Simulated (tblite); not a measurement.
Compound: C6H9FO.
Structure used (GFN2-xTB), in Å, numbered top down from 1:
```
atom  x, y, z in Å
C1     2.2290    0.6227   -0.0492
C2     0.7918    0.2151   -0.1038
C3    -0.2065    1.0666   -0.2954
C4    -1.6341    0.6135   -0.3323
F5    -2.4336    1.5159    0.3494
C6    -1.7586   -0.7681    0.3187
O7    -0.7995   -1.6416   -0.2186
C8     0.5195   -1.2530    0.0950
H9     2.3273    1.7006   -0.1410
H10    2.6747    0.3058    0.8927
H11    2.7869    0.1472   -0.8552
H12   -0.0415    2.1257   -0.4240
H13   -2.0147    0.5986   -1.3640
H14   -2.7343   -1.2149    0.1197
H15   -1.6269   -0.6556    1.4052
H16    1.1646   -1.8544   -0.5513
H17    0.7487   -1.5121    1.1443
```

Computed values, GFN2-xTB/tblite, gas phase, harmonic and unscaled. The method is semi-empirical: single wavenumbers can be off by several per cent or more. One conformer, not necessarily the lowest.

Harmonic wavenumbers (cm⁻¹): 92.9, 122.3, 170.0, 279.4, 286.9, 379.6, 399.9, 435.8, 450.2, 552.6, 627.0, 805.3, 886.1, 923.2, 957.5, 972.6, 1014.8, 1030.7, 1041.8, 1056.5, 1115.9, 1127.3, 1172.4, 1189.6, 1251.4, 1257.6, 1273.5, 1286.4, 1326.9, 1334.3, 1402.2, 1445.6, 1460.1, 1473.5, 1478.6, 1740.7, 2810.8, 2873.2, 2887.7, 2959.7, 2990.9, 3005.6, 3020.3, 3054.3, 3088.6.

A = 3190, B = 1729, C = 1192 MHz; mass 116.064 u (most abundant isotopes); point group C1, symmetry number 1.

Problem. Zero-point energy?

Solution. Half the sum of the wavenumbers: 30256 cm⁻¹ = 86.51 kcal/mol.

Problem. Entropy at 500 K, 1 bar (ideal gas, RRHO, classical rotation)?

Solution. Translation 42.76, rotation 29.82, vibration 34.46: S = 107.0 cal/(mol K).

Problem. And Cp and H(500 K) − H(0)?

Solution. Cp = 48.56 cal/(mol K), of which vibrations give 40.61 (their classical limit is 45 R = 89.4); H(500 K) − H(0) = 13.64 kcal/mol without the zero-point energy, 9.66 from vibrations.

Problem. Which modes carry the vibrational entropy at 500 K?

Solution. 92.9 cm⁻¹: 4.61; 122.3 cm⁻¹: 4.07; 170.0 cm⁻¹: 3.43; 279.4 cm⁻¹: 2.47; 286.9 cm⁻¹: 2.42; 379.6 cm⁻¹: 1.91 cal/(mol K); the other 39 give 15.54 together.

Problem. Blend soft modes into free rotors: weight 1/[1 + (100 cm⁻¹/ν̃)⁴] for the oscillator and the rest for a rotor with moment μB/(μ + B), μ = h/(8π²ν), B = 10⁻⁴⁴ kg m². What vibrational entropy results?

Solution. 33.45 cal/(mol K) in place of 34.46, which changes −T·S at 500 K by +0.51 kcal/mol.

Problem. What must be added to the electronic energy to get the Gibbs energy at 500 K and 1 bar?

Solution. ZPE + [H(500 K) − H(0)] − T·S = 86.51 + 13.64 − 53.52 = 46.63 kcal/mol.

Hindered rotation and anharmonicity are outside this model. Other conformers, if any are populated, would add a mixing term that is left out. The structure is chiral; the term R ln 2 for an equal mix with its mirror image is left out.

Time: 0.36 s wall. Hardware: Intel Xeon 6975P-C, one thread (shared host). The figure is for the frequency step alone.
